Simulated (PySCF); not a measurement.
Removing an electron from `Cc1nn(C)nc1F`

Compound: C4H6FN3.
Z-matrix (Å and degrees, PBE0-D3(BJ)/def2-SVP geometry), rows numbered from 1:
```
C 
C   1  1.4862
N   2  1.3339  1  124.35
N   3  1.3134  2  104.95  1  -179.40
C   4  1.4395  3  122.00  2  -176.75
N   4  1.3187  3  115.97  2    -0.41
C   6  1.3170  4  102.72  3     0.46
F   7  1.3147  2  127.64  1    -0.11
H   1  1.0980  2  110.22  3   178.89
H   1  1.1001  2  111.10  3    58.81
H   1  1.1003  2  111.21  3   -61.04
H   5  1.0955  4  108.06  3  -161.48
H   5  1.0969  4  108.93  3   -41.64
H   5  1.1007  4  110.82  3    78.52
```

Level: PBE0/def2-SVPD (PySCF). Frontier orbitals with their largest atomic shares (Löwdin; up to four atoms above 4 %):

```tsv
orbital	ε (eV)	main atoms
HOMO−3	-9.52	N6 34 %, N3 14 %, C7 13 %, C2 11 %
HOMO−2	-8.71	N3 50 %, N6 30 %, C2 6 %, N4 5 %
HOMO−1	-8.43	N3 32 %, N6 32 %, N4 9 %, C2 9 %
HOMO	-7.28	?
LUMO	-0.36	N3 27 %, N6 21 %, N4 20 %, C2 13 %
LUMO+1	0.68	C5 18 %, C7 16 %, C1 14 %, C2 10 %
LUMO+2	1.04	C5 28 %, C1 15 %, H14 9 %, H13 9 %
```

What vertical ionisation energy does ΔSCF give, and how far is −ε(HOMO) from it?

ΔSCF: 9.24 eV (892 kJ/mol; threshold wavelength 134 nm); ⟨S²⟩ of the doublet left behind is 0.773, against 0.75 for a pure doublet. −ε(HOMO) is 7.28 eV, 1.96 eV below it. In exact Kohn–Sham theory the two would be equal; PBE0 (global hybrid, 25 % exact exchange) falls short of its own ΔSCF value by 21 %.

On which atoms does the HOMO lie?

N4 (pyrrole-type nitrogen) 24 %, C2 (substituted aromatic carbon) 22 %, C7 (aromatic C–F carbon) 20 %, F8 (aryl fluorine) 9 %, so no atom holds as much as 40 %. The HOMO−1 lies 1.15 eV lower.

Shift the occupied levels rigidly so that −ε(HOMO) equals the ΔSCF value. What binding energies result?

The shift is +1.96 eV: HOMO 9.24, HOMO−1 10.39, HOMO−2 10.67, HOMO−3 11.48 eV. A rigid shift is only a rough guide to the deeper ionisations.

With α = 68.6 au, estimate the like-pair dispersion coefficient by London's formula C6 = (3/4)α²I.

I = 0.3396 Eh, so C6 ≈ 1200 au; the Casimir–Polder integral at the same level gives 2080 au, 1.74 times as much.

Geometry: PBE0-D3(BJ)/def2-SVP; no solvent, vibrations or thermal averaging.

These values come from a run that also computed excited states and ΔSCF ions. Time: 1.8 min of wall time (grids of density and orbitals included); peak memory 0.88 GiB. Hardware: one thread, AMD EPYC 9R14 (x86_64), on a shared host.
